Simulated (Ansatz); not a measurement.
Cd8Te9⁻. Charge -1, multiplicity 2. Geometry PBE-D4/def2-SVP, basis def2-SVP, Ansatz.

Cartesian coordinates in Å:
```
Cd 1.323 1.536 -3.172
Cd -2.282 3.209 1.354
Cd 1.360 -1.457 2.485
Cd 0.450 3.772 2.124
Cd -1.541 0.462 2.770
Cd 1.056 -0.983 -4.739
Cd -3.549 1.025 0.006
Cd -0.639 -2.267 -2.699
Te 0.912 0.948 3.807
Te 1.134 3.335 -0.856
Te -1.801 0.670 -2.303
Te 2.843 -1.018 -2.184
Te -0.860 -2.274 0.578
Te 3.233 -3.340 1.795
Te 1.818 -3.156 -0.703
Te 0.006 0.794 -0.138
Te -3.464 -1.255 1.877
```

```json
{"run": "A", "HOMO (eV)": "-1.61", "LUMO (eV)": "-1.42"}
{"run": "B", "HOMO (eV)": "-2.05", "LUMO (eV)": "-0.94"}
{"run": "C", "HOMO (eV)": "-1.78", "LUMO (eV)": "-1.39"}
{"run": "D", "HOMO (eV)": "-1.42", "LUMO (eV)": "-1.27"}
```

In the def2 sets Cd, Te take a core potential; there is no spin–orbit coupling. Single mean-field runs in def2-SVP are fitted with def2-universal-jkfit. Another isomer (doublet) lies 4.22 eV lower at PBE0-D4/def2-SVP; other spin states weren't run for this one.

HOMO and LUMO are taken over both spins.

Q: The runs used BLYP, PBE, PBE0, r2SCAN. Estimate which is which.

A: A PBE (0 % exact exchange); B PBE0 (25 % exact exchange); C r2SCAN (0 % exact exchange); D BLYP (0 % exact exchange). Exact exchange lowers occupied and raises empty levels; among semilocal functionals meta-GGAs tend to open the gap a little, and such runs are hard to tell apart. The gap grows from 0.15 eV (BLYP) to 1.11 eV (PBE0).
